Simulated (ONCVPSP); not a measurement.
platinum: one change to an ONCV potential, before and after

platinum, optimised norm-conserving Vanderbilt (ONCV), made with ONCVPSP 4.0.1 (PBE, scalar-relativistic). Core [Kr] 4d10, reference 4f13 5s2 5p6 5d10 6s1. Waves: 5s+6s: rc 1.80 bohr, ncon 4, nbas 7, qcut 5.8 1/bohr, 2 projectors; 5p: rc 1.85 bohr, ncon 3, nbas 8, qcut 6.8 1/bohr, 3 projectors, debl 2.6 Ha; 5d: rc 1.30 bohr, ncon 3, nbas 6, qcut 6.5 1/bohr, 2 projectors, debl 1.8 Ha; 4f: rc 0.70 bohr, ncon 4, nbas 8, qcut 23.2 1/bohr, 2 projectors, debl 2.2 Ha. Local part: polynomial inside 0.50 bohr (lpopt 5, dvloc0 1 Ha). Core correction: Teter function, fcfact 3, rcfact 1.65.

In the f channel the program set the typed energies aside and used -2.971, 0.250 Ha.

All-electron outer shells of the reference configuration (PBE, scalar-relativistic, ld1.x):

```
shell  level (eV)  outermost node (bohr)  outermost maximum (bohr)
   4d     -318.16                   0.20                      0.42
   5s     -105.60                   0.49                      0.87
   4f      -80.83                      –                      0.38
   5p      -58.66                   0.52                      0.97
   5d       -6.98                   0.57                      1.23
   6s       -5.61                   1.13                      2.35
```

Change: core correction Teter function, fcfact 6.9, rcfact 1.65.

Cutoffs: the cutoffs (Ha) at which the residual kinetic energy of the hardest occupied pseudo-wave falls to 1 and 0.1 mHa per electron; they do not see the model core or the augmentation charge, which bear on the density cutoff. Errors are all-electron minus pseudo energies relative to the spin-unpolarised reference configuration.

Task: What does the change do?

Result: The potential gets neither clearly harder nor softer (248 Ha and 302 Ha → 248 Ha and 302 Ha); both files keep a bound ghost (p, s); of the 4 tests that both files solve, the error grows in 1 and shrinks in 0 by more than 15 % and 0.3 meV (median size 280.3 → 310.3 meV). A model core, the more so a compact one, raises the density cutoff, which this test does not measure.

| quantity | base | changed |
| --- | --- | --- |
| cutoff, loose | 248 Ha | 248 Ha |
| cutoff, tight | 302 Ha | 302 Ha |
| bound ghosts | s, p | s, p |
| GHOST(+) flags under 300 eV | d at 39.7 eV, s at 73.6 eV | d at 39.7 eV, s at 73.6 eV |
| error for 4f14 5s2 5p6 5d9 6s1, meV [ΔE -68.92 eV] | -321 | -351 |
| error for 4f14 5s2 5p6 5d9 6s0, meV [ΔE -59.73 eV] | -165 | -193 |
| error for 4f14 5s2 5p6 5d8 6s0, meV [ΔE -39.76 eV] | -239 | -270 |
| error for 4f14 5s2 5p6 5d6 6s0, meV [ΔE 38.11 eV] | -558 | -601 |
| s: phases at 1.83 bohr within 0.05 rad from the reference energy up to (Ha; the scan ends near 5) | 2.3 | 2.3 |
| p: phases at 1.88 bohr within 0.05 rad from the reference energy up to (Ha; the scan ends near 5) | to the end of the scan | to the end of the scan |
| d: phases at 1.32 bohr within 0.05 rad from the reference energy up to (Ha; the scan ends near 5) | to the end of the scan | to the end of the scan |
| f: phases at 0.71 bohr within 0.05 rad from the reference energy up to (Ha; the scan ends near 5) | to the end of the scan | to the end of the scan |
| rms error of d²Exc/dni dnj with the model core, mHa | 4.37 | 4.56 |

 A true bound ghost makes a file unfit for plane-wave use even where its test errors are small: the radial tests pick states by their node count and pass the ghost by.
